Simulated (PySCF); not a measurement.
# Dipole response of Bi²⁺ (bismuth, charge +2)

[Xe] 4f14 5d10 6s2 6p1, 2P determinant. Computed with PySCF 2.14 in ANO-RCC-VTZP (8s7p5d3f2g, 93 functions), with the spin-free X2C one-electron Hamiltonian (Gaussian nucleus). Coupled (time-dependent) response in atomic units; α is the mean over directions. The basis has no added diffuse functions, which lowers α and C₆.

```tsv
method	mean α (bohr³)	α xx, yy, zz	C₆ (like pair)	S(−4)
PBE0	15.53	14.66, 17.27, 14.66	117.3	55.94
```

S(−4) is the Cauchy moment in α(ω) = α(0) + S(−4) ω² + …

Spin-orbit coupling is absent.

α(iu) at PBE0:

| u (hartree) | α(iu) (bohr³) |
| --- | --- |
| 0 | 15.53 |
| 0.0500 | 15.39 |
| 0.100 | 14.99 |
| 0.200 | 13.64 |
| 0.300 | 11.97 |
| 0.500 | 8.943 |
| 0.750 | 6.431 |
| 1.00 | 4.911 |
| 1.50 | 3.238 |
| 2.00 | 2.339 |
| 3.00 | 1.399 |
| 5.00 | 0.6614 |

A single London oscillator, α(iu) = α/(1 + u²/ω²), gives C₆ = (3/4) ω α². Matching the computed C₆ needs ω = 4 × 117.3 / (3 × 15.53²) = 0.648 hartree.

For an ion, C₆ is the dispersion term alone; charge-induced terms of lower order in 1/R come first.

The components differ because the open shell of this determinant is not spherical; for a pure term their mean is the scalar polarisability.

Spin-orbit coupling, absent here, splits the open shell strongly.
